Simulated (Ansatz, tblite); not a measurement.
Forces on B₉ at its PBE-D4/def2-SVP geometry. Total charge 0; doublet.

The xTB rows come from tblite. The structure comes from a short search, and lower isomers may exist.

GFN1-xTB (tblite), largest force 0.67 eV/Å:

```xyz
9
positions Å, forces eV/Å
B     1.767   -0.445    1.038   -0.558    0.095   -0.330
B    -0.378   -1.892   -0.299    0.220    0.277    0.143
B     0.930   -1.620    0.492   -0.200    0.417   -0.103
B    -1.736    0.451   -1.019    0.319    0.040    0.191
B    -1.506   -1.059   -0.940    0.311    0.085    0.189
B     0.396    1.870    0.308   -0.076   -0.468   -0.062
B     1.539    1.067    0.960   -0.506   -0.303   -0.314
B    -0.092   -0.019   -0.055    0.198    0.041    0.119
B    -0.920    1.646   -0.486    0.291   -0.185    0.167
```

GFN2-xTB (tblite), largest force 0.99 eV/Å:

```
B -0.696 0.137 -0.411
B 0.283 0.924 0.205
B -0.442 0.789 -0.232
B 0.735 -0.053 0.436
B 0.670 0.320 0.412
B -0.186 -0.893 -0.145
B -0.617 -0.387 -0.384
B -0.290 -0.060 -0.177
B 0.543 -0.775 0.295
```

r2SCANh-D4/def2-TZVP (Ansatz), largest force 0.65 eV/Å:

```
B -0.505 0.283 -0.291
B 0.055 0.495 0.052
B -0.199 0.397 -0.103
B 0.515 -0.254 0.298
B 0.415 0.426 0.264
B -0.067 -0.453 -0.056
B -0.399 -0.451 -0.256
B -0.013 -0.002 -0.009
B 0.198 -0.441 0.102
```
